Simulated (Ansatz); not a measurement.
`C[CH2][SbH2]` + H₂ → `[CH3][SbH2]` + CH₄ at 600 K and 1 bar (hydrogenolysis of a C–C bond).

Isolated molecules relaxed with PBE0-D4/def2-TZVP in Ansatz; ΔE leaves out vibrations. CBS: MP2 limit from def2 TZ/QZ plus the TZ coupled-cluster correction, frozen cores. This one scheme is used for every species. Elements past krypton have def2 core potentials. For Sb outer-core shells are correlated without core-valence functions, which leaves a few kJ/mol of doubt a bond.

```
       species  CCSD(T)/CBS energy (Eh)  H − E (kJ/mol)  S (J/(mol·K))
`C[CH2][SbH2]`               -320.31453           256.5          390.4
            H₂                 -1.17544            43.9          150.8
 `[CH3][SbH2]`               -281.05548           168.8          339.9
           CH₄                -40.46206           140.4          215.7
```

H − E and S are ideal-gas, rigid-rotor, harmonic terms from PBE0-D4/def2-TZVP. The MP2-based limit puts H₂ 0.8 mEh under its directly extrapolated value; such offsets cancel only in part. 1 Eh = 2625.50 kJ/mol, R = 8.31446 J/(mol·K).

Task: By hand: ΔE, ΔH, ΔS and ΔG.

Result: ΔE = (-281.05548) + (-40.46206) − (-320.31453) − (-1.17544) = -0.02757 Eh = -72.4 kJ/mol. Δ(H − E) = 168.8 + 140.4 − 256.5 − 43.9 = 8.8, so ΔH = -63.6 kJ/mol. ΔS = 339.9 + 215.7 − 390.4 − 150.8 = 14.4 J/(mol·K). ΔG = -63.6 − 600 × (14.4)/1000 = -72.2 kJ/mol.

Task: By hand: the equilibrium constant, and the temperature at which ΔG would vanish if ΔH and ΔS stayed fixed.

Result: log₁₀ K = −ΔG/(RT ln 10) = 6.3. ΔH and −TΔS have one sign here, so there is no such temperature.

The number of gas molecules stays the same, so ΔS is small and ΔH decides. A doubt of 5 kJ/mol in ΔE shifts log₁₀ K by 0.4 here. These are equilibria of isolated gas molecules and say nothing of rates. Largest T1 diagnostic: 0.013 (customary marks: 0.02 for closed shells, 0.045 for open ones).
